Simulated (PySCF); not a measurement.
CH3BrMgO. Atoms are numbered in the order given.

```xyz
7

Mg     0.0000     0.0000    -0.6023
Br     0.0000     0.0000     1.7530
O      0.0000     0.0000    -2.3767
C      0.0000     0.0000    -3.7614
H     -0.8965     0.5176    -4.1817
H      0.8965     0.5176    -4.1817
H      0.0000    -1.0352    -4.1817
```
Charge 0, spin multiplicity 1.

Coordinates come from a PBE-D3(BJ)/def2-SVP optimisation. The structure was generated by enumeration; whether it is a known compound was not checked. The values are those of a single conformer.

Method: HF/pcSseg-1 (PySCF).

GIAO shieldings, no solvent; atoms alike by connectivity are averaged. δ = σ(ref) − σ: ¹⁷O against H2O (σ = 333.0 ppm); ¹³C against TMS (σ = 192.6 ppm); ¹H against TMS (σ = 31.99 ppm), references at their B3LYP-D3(BJ)/def2-TZVP geometries, non-relativistic (without spin–orbit terms, shifts of atoms bonded to Cl or Br come out too high).

| nucleus | atoms | count | δ (ppm) |
|---|---|---|---|
| ¹⁷O | O3 | 1 | -58.4 |
| ¹³C | C4 | 1 | 53.6 |
| ¹H | H5, H6, H7 | 3 | 4.10 |
